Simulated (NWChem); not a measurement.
# SiOH, doublet; SMILES O=[SiH]

```xyz
3

O     -0.0576    -1.0253     0.0000
Si     0.1650     0.4988     0.0000
H     -1.0597     1.4259     0.0000
```
Atoms are numbered in this order, from 1.

Results from NWChem. Geometry optimised at PBE0/def2-SVP; all other runs use it. Pople sets run with spherical d functions. Spin-unrestricted. In the optimisation the excess spin sits in a' (Cs, its own frame). Excited states of an open shell can be spin-contaminated.

```tsv
quantity	level	value
vertical, lowest excitation (eV)	LDA (Slater exchange, VWN5)/6-31G*, TDA	2.72
charge (e), Mulliken O1	B3LYP/def2-SVP	-0.38
lowest empty minus highest occupied level, either spin (eV)	TPSS/6-31G*	___
cavity-dispersion-structure term (kcal/mol) in cyclohexane	M05-2X/6-31G*, SMD	___
A(iso) 17O atom 1 (MHz)	TPSSh/6-31G*	-22.6
dipole (D)	PBE0/def2-SVP	3.04
highest harmonic frequency (cm⁻¹)	PBE0/def2-SVP	___
```

Task: What belongs in the gaps?

Result: 
- lowest empty minus highest occupied level, either spin (eV), value: 1.70
- cavity-dispersion-structure term (kcal/mol) in cyclohexane, value: -0.9
- highest harmonic frequency (cm⁻¹), value: 1936
